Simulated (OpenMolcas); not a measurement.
Ni: CASPT2 settings compared

```json
{
 "Program": "OpenMolcas 26.06",
 "Basis": "ANO-RCC-VTZP [6s5p3d2f1g]",
 "Scalar Hamiltonian": "DKH2, point nucleus",
 "Active space": "10 electrons in 6 orbitals (3d 4s)",
 "State averaging": "2S+1 = 3 even, 15 roots; 2S+1 = 1 even, 19 roots kept (CI in the orbitals of an earlier block)",
 "Spin-orbit coupling": "state interaction with AMFI integrals over the reference wave functions, term energies averaged over their components"
}
```

Methods on the same reference wave functions:
A. CASSCF
B. SS-CASPT2, IPEA 0.4 Eh, sigma1 regulariser 0.3 Eh (closed shells correlated: 3s 3p)
C. SS-CASPT2, IPEA 0 Eh, sigma1 regulariser 0.2 Eh (closed shells correlated: 2s 2p 3s 3p)
D. SS-CASPT2, IPEA 0.5 Eh, real shift 0.1 Eh (closed shells correlated: 3s 3p)
E. MS-CASPT2, IPEA 0.4 Eh, sigma1 regulariser 0.3 Eh (closed shells correlated: 3s 3p)

Energies in cm-1 above 3d8 4s2 3F4.

```tsv
Level	A	B	C	D	E
3d8 4s2 3F4	0.0	0.0	0.0	0.0	0.0
3d8 4s2 3F3	1282	1284	1284	1284	1284
3d8 4s2 3F2	2164	2150	2140	2150	2150
3d8 4s2 1D2	16137	13080	12790	13140	13420
3d8 4s2 3P2	19643	16530	15730	16670	16550
3d8 4s2 3P1	20019	16900	16050	17040	16900
3d8 4s2 3P0	20336	17220	16360	17360	17220
3d9 4s 3D3	22957	3420	3470	3190	3420
3d9 4s 3D2	23729	4100	3980	3870	4060
3d9 4s 3D1	24540	5000	5050	4780	5000
3d8 4s2 1G4	25132	22810	23070	22760	22810
3d9 4s 1D2	27268	6590	5780	6310	6260
```

Among B to E the level of the table that moves most is 3d8 4s2 3P1, by 1000 cm-1 (lowest in C, highest in D). Moves below CASPT2's spread within the term are not significant.

From A to B the spin-free energies of the other terms of 3d8 4s2 shown, above 3F, scale by factors of 0.80 to 0.90, as is usual when dynamic correlation screens the repulsion within a d or f shell.

The lowest spin-free term lies below A's lowest term by 0.745 hartree in B, 0.805 hartree in C, 0.742 hartree in D, 0.745 hartree in E.

CASPT2 does not keep the components of a term degenerate, so their means are used; among the terms shown or strongly mixed into the levels shown the widest spread is 2000 cm-1 (3d8 4s2 3F, C). Terms from blocks run as CI alone lack orbitals of their own. A single d shell beside an s shell can misplace configurations of different d count against each other. Without dynamic correlation excited terms often stand tens of per cent too high (terms of higher spin than the ground term too low), and those without a measured partner can miss by more than the paired ones (holds for A). Levels of configurations outside the active space are missing.
